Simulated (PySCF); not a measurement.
C3H11NSi2, SMILES C=CN([SiH3])C[SiH3]. Atoms are numbered in the order given.

```xyz
17

C     -1.7340    -1.7623    -0.9172
C     -0.5704    -1.0958    -1.0223
N     -0.2650     0.1554    -0.4930
Si    -1.5063     1.1390     0.2803
C      1.1488     0.5556    -0.4860
Si     2.1190    -0.1877     0.9805
H     -2.5834    -1.3915    -0.3373
H     -1.8605    -2.7154    -1.4314
H      0.2491    -1.5422    -1.5992
H     -2.6651     1.3017    -0.6413
H     -2.0069     0.5403     1.5530
H     -0.8658     2.4504     0.5706
H      1.6212     0.2623    -1.4412
H      1.2222     1.6542    -0.4433
H      2.0561    -1.6759     0.9252
H      1.4955     0.2769     2.2540
H      3.5478     0.2482     0.9430
```

Geometry optimised at B3LYP-D3(BJ)/def2-SVP. This is a generated structure with no PubChem entry under its InChIKey; it may be hypothetical. The values are those of a single conformer.

Computed with SMD-ωB97X/def2-SVP (PySCF).

Solvation free energies are E(SMD) − E(gas) at the gas-phase geometry, for 1 M in both phases. In vacuum the dipole moment is 1.24 D.

Computed solvation free energies in water, methanol, cyclohexanone:
```tsv
solvent	ΔG(solv) (kcal/mol)	its non-electrostatic (CDS) part	dipole (D)
water	2.5	5.9	1.94
methanol	-2.6	0.6	1.91
cyclohexanone	-2.2	0.8	1.86
```
